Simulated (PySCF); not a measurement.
Spin states of LiGa

Unrestricted PBE0; PySCF, spin-free X2C with a Gaussian nucleus, basis sets Li jorge-DZP-DKH, Ga jorge-DZP-DKH. Outer shells of the fragments: Li 2s1; Ga 3d10 4s2 4p1.

Followed along the bond (rough minima from three points):

| 2Ms+1 | unpaired | ⟨S²⟩ at the start | R at minimum (Å) | Te (eV) |
| --- | --- | --- | --- | --- |
| 1 | none | 0.00 | 2.84 | 0.00 |
| 3 | σ ↑, π ↑ | 2.00 | 2.57 | 0.08 |
| 1 | σ ↑, π ↓ | 1.01 | 2.62 | 0.38 |
| 3 | π ↑↑ | 2.00 | none in the scan | ≤ 0.83 |
| 1 | π ↑↓ | 1.00 | none in the scan | ≤ 1.06 |

Solutions found at the starting distance of 2.490 Å, counted from the lowest of them; the search is not exhaustive and high or unbound solutions are not listed, so other states can lie among these:

```
2Ms+1  unpaired   term  E (eV)  ⟨S²⟩  ⟨Lz²⟩  μ (D)
    3  σ ↑, π ↑     ³Π    0.00  2.00   1.00  -3.44
    1      none    ¹Σ⁺    0.07  0.00   0.00  -1.92
    1  σ ↑, π ↓  mixed    0.30  1.01   1.00  -3.37
    3      π ↑↑    ³Σ⁻    0.81  2.00   0.00  -3.79
    1      π ↑↓  mixed    1.03  1.00   2.00  -3.46
    3      σ ↑↑    ³Σ⁺    1.09  2.00   0.00   5.39
    1      none  mixed    1.53  0.00   2.00  -2.70
    3      π ↑↑  mixed    3.09  2.00   2.00   2.16
```

A term symbol is given only where ⟨S²⟩ and ⟨Lz²⟩ are close to those of a pure state; real π, δ and φ orbitals otherwise mix terms. A positive dipole means Li(−)Ga(+).

Question: Compare the gap between the two lowest followed solutions at the starting distance with the gap between their minima.

Answer: At PBE0 the second solution (triplet, unpaired electrons σ ↑, π ↑) lies -0.07 eV from the first (singlet, closed shell) at 2.490 Å and +0.08 eV at the minima; the two curves relax by different amounts, since their minima lie near 2.57 and 2.84 Å.

Counting both spins, an empty level lies below a filled one in some of these solutions, because spin and occupation are held.
